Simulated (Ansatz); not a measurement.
Compare A (`B[SiH](C)N=C`) with its isomer B (`CN1CB[SiH2]1`).

Calculated with Ansatz (gas phase, PBE0-D4/def2-TZVP geometries, no zero-point term in ΔE). CCSD(T)/CBS adds triple-zeta CCSD(T) − MP2 to the extrapolated MP2 energy (def2 sets, frozen cores). DFT in def2-TZVPP. B3LYP here is the variant with VWN-RPA as its local correlation; programs differ in this. One conformer a species, not always the lowest.

(1) Which isomer does CCSD(T)/CBS put lower? Give the gap. (Estimate.)

(2) Give E(B) − E(A) in kcal/mol with PBE0-D4, HF/def2-TZVPP, MP2/def2-TZVPP, B3LYP, CCSD(T)/def2-TZVPP, CCSD/def2-TZVPP, PBE-D4. (Best estimate.)

Largest T1 diagnostic: 0.012.

Answers

(1) Ansatz gave: A, by 7.8 kcal/mol.

(2) Computed: PBE0-D4 3.0, HF/def2-TZVPP 13.2, MP2/def2-TZVPP 6.8, B3LYP 9.8, CCSD(T)/def2-TZVPP 8.6, CCSD/def2-TZVPP 8.5, PBE-D4 4.4. None reverses the order clearly.

In def2-TZVPP, CCSD(T) changes the Hartree–Fock value by −4.7 kcal/mol (the triples alone add +0.0 kcal/mol) and MP2 by −6.4 kcal/mol. From PBE to PBE0 (25 % exact exchange), in def2-TZVPP and without D4, E(B) − E(A) moves by −1.5 kcal/mol.
